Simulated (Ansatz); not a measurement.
Calculated with Ansatz (gas phase, PBE0-D4/def2-TZVP geometries, no zero-point term in ΔE). CCSD(T)/CBS is the MP2 limit (def2-TZVPP, def2-QZVPP) plus CCSD(T) − MP2 in def2-TZVPP, frozen cores. For Br outer-core shells are correlated without core-valence functions, which leaves a few kJ/mol of doubt a bond. Scalar relativity is left out up to krypton. Each species was taken in one conformer, which may not be the lowest.

Consider the redistribution: `C[SiH](S)CF` + `N[SiH](F)Br` → `FC[SiH](F)S` + `C[SiH](N)Br`.

```json
{"species": "`C[SiH](S)CF`", "CCSD(T)/CBS(def2) energy (Eh)": "-866.99875"}
{"species": "`N[SiH](F)Br`", "CCSD(T)/CBS(def2) energy (Eh)": "-3018.85213"}
{"species": "`FC[SiH](F)S`", "CCSD(T)/CBS(def2) energy (Eh)": "-926.98460"}
{"species": "`C[SiH](N)Br`", "CCSD(T)/CBS(def2) energy (Eh)": "-2958.86440"}
```

Question: Work out ΔE.

Answer: ΔE = (-926.98460) + (-2958.86440) − (-866.99875) − (-3018.85213) = 0.00188 Eh = +4.9 kJ/mol.

Largest T1 diagnostic among the species: 0.012.

Leaving LDA and LC-ωPBE aside and taking each functional with its dispersion term where it has one, the values, not all of them listed here, spread over 2.5 kJ/mol, from PBE-D4 to BHLYP-D4.
